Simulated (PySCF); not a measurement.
CH₃BF₄Ge.
SMILES with atom numbers: `[F:1][B:2]([F:3])[GeH2:4][CH:5]([F:6])[F:7]` (hydrogens: H8, H9 on Ge4; H10 on C5)

Theory: PBE0-D3(BJ)/def2-SVP geometry optimisation, gas phase in PySCF 2.14.0.

**Question.** List the bond lengths, angles and torsions at this level.

**Answer.** 
```csv
bond,length (Å),order
"F1–B2, B2–F3",1.317,single
B2–Ge4,2.071,single
Ge4–C5,1.993,single
"C5–F6, C5–F7",1.356,single
"Ge4–H8, Ge4–H9",1.536,single
C5–H10,1.106,single
```

Bonds in one row agree within 0.01 Å and their mean is given. Orders are formal, as drawn. A selection of angles:
```csv
angle,degrees
F1–B2–F3,117.3
F1–B2–Ge4,122.9
F3–B2–Ge4,119.8
B2–Ge4–C5,105.6
B2–Ge4–H8,111.4
B2–Ge4–H9,113.2
C5–Ge4–H8,107.8
H8–Ge4–H9,110.4
Ge4–C5–F6,110.9
Ge4–C5–F7,108.5
Ge4–C5–H10,113.2
F6–C5–F7,108.2
F6–C5–H10,108.2
```

Dihedral angles: F1–B2–Ge4–C5 119° (anticlinal); B2–Ge4–C5–F6 -168° (antiperiplanar). The mirror-image conformer, all signs reversed, is as good.

Ge4 (germanium bonded to B, C and 2 H) is distorted tetrahedral (angles from 105.6° to 113.2°). B2 (three-coordinate boron) is planar (angles 122.9°, 119.8° and 117.3°, sum 360.0°, 0.01 Å off the plane of its three neighbours).

Point group: C1 (no symmetry element, even within 0.4 Å). PBE0-D3(BJ)/def2-SVP frequencies: not computed here. One conformer, not necessarily the lowest.

The run took 74 s on one thread of an Arm Neoverse V1, no GPU, shared host with 64 logical CPUs at a one-minute load of 34, and the process peaked at 0.54 GiB of memory. That covers the optimisation of the geometry.
